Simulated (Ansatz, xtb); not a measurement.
## How methods differ on AlSiH4O2F (SMILES [OH][Al]([F])[O][SiH3])

The species is AlSiH4O2F (9 atoms), meant as a singlet with charge 0. SMILES: `[OH][Al]([F])[O][SiH3]`. The coordinates come from a PBE0-D4/def2-TZVP relaxation. This is one conformer, not always the lowest.

```xyz
9

O     2.1560    0.9183    1.5574
Al    1.5150   -0.0636    0.3551
F     2.5480   -1.0728   -0.4181
O    -0.0993   -0.0466   -0.0684
Si   -1.5699   -0.2782   -0.7250
H     1.6288    1.5370    2.0595
H    -1.4899   -0.2083   -2.2076
H    -2.1009   -1.6086   -0.3282
H    -2.4991    0.7765   -0.2417
```

Each level gives the dipole moment (D). The values are calculated.

```tsv
level	kind	program	value (D)	CPU time
GFN2-xTB	semi-empirical	xtb	2.86	under 2 s
GFN0-xTB	semi-empirical	xtb	2.48	under 2 s
GFN1-xTB	semi-empirical	xtb	2.85	under 2 s
r2SCAN/6-31G* (Cartesian functions)	meta-GGA	Ansatz	2.31	11 s
r2SCAN/cc-pVDZ	meta-GGA	Ansatz	2.32	10 s
r2SCAN/cc-pVTZ	meta-GGA	Ansatz	2.13	22 s
r2SCAN/pcseg-2	meta-GGA	Ansatz	2.27	20 s
r2SCAN/aug-cc-pVTZ	meta-GGA	Ansatz	2.15	50 s
```

The values span 2.13 to 2.86 D. CPU times are rough (shared hosts, several kinds of processor): they show what a rung costs within a factor of a few.
